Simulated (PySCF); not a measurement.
Input file for PySCF: R-HF/STO-3G on GeH3I (SMILES [GeH3][I]), a point of a bond scan (R = 4.139 Å).

```python
from pyscf import gto, scf, dft, mp
from pyscf.data.elements import chemcore

mol = gto.M(
    atom='''
    Ge   -1.51348008   -0.02835708   -0.00004782
    I     1.02558411    0.01921569    0.00003240
    H    -2.69692029   -3.37314586   -2.13222497
    H    -1.97362434   -0.10568289    1.46032032
    H    -1.99917948    1.26184539   -0.67076445
    ''',
    basis='sto-3g',
    charge=0, spin=0, verbose=3, max_memory=1800)
mf = scf.RHF(mol)
mf.conv_tol = 1e-8
mf.max_cycle = 100
mf.kernel()
if not mf.converged:
    mf = mf.newton().run(mf.mo_coeff, mf.mo_occ)
```

It printed:

```
converged SCF energy = -8903.86851350568
```

Self-consistency was reached.

Cost: roughly 0.7 core-seconds.
